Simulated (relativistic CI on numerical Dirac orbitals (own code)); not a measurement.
**He⁺: calculation against measurement**

Computed by Dirac equation for one electron, model QED (radiative potential, 1s self-energy scaled to tabulated hydrogen-like ionisation energies) (own radial code, finite nucleus).

CI space: 1s, 2p, 2s, 3p, 3s, 3d, 4p, 4s, 4d, 4f, 5s, 5p, 5d, 5f, 5g, 6s, 6p, 6d. Levels of other configurations are missing.

```csv
Configuration,Term (tabulated),J,Measured (cm⁻¹),Computed,Error,Purity (%)
1s,2S,1/2,0.0,0,0,100
2p,2P°,1/2,329179.3,329179,0,100
2s,2S,1/2,329179.8,329180,0,100
2p,2P°,3/2,329185.2,329185,0,100
3p,2P°,1/2,390140.8,390141,0,100
3s,2S,1/2,390141.0,390141,0,100
3d,2D,3/2,390142.6,390143,0,100
3p,2P°,3/2,390142.6,390143,0,100
3d,2D,5/2,390143.1,390143,0,100
4p,2P°,1/2,411477.1,411477,0,100
4s,2S,1/2,411477.2,411477,0,100
4d,2D,3/2,411477.9,411478,0,100
4p,2P°,3/2,411477.9,411478,0,100
4f,2F°,5/2,411478.1,411478,0,100
4d,2D,5/2,411478.1,411478,0,100
4f,2F°,7/2,411478.2,411478,0,100
```

Measured levels from NIST Handbook of Basic Atomic Spectroscopic Data (Sansonetti and Martin, J. Phys. Chem. Ref. Data 34, 1559 (2005)); pairs were made by configuration, J and term (by order where the table uses no LS term), so strongly mixed levels may be paired wrongly.

Mean error by configuration (cm⁻¹): 2p 0; 2s 0; 3p 0; 3s 0; 3d 0; 4p 0; 4s 0; 4d 0; 4f 0. Over the excited levels the mean absolute error is 0 cm⁻¹ (15 of the 15 excited levels that our extract of the source holds in range could be paired), and the median relative error of those above 1,000 cm⁻¹ is 1.8e-06 %.
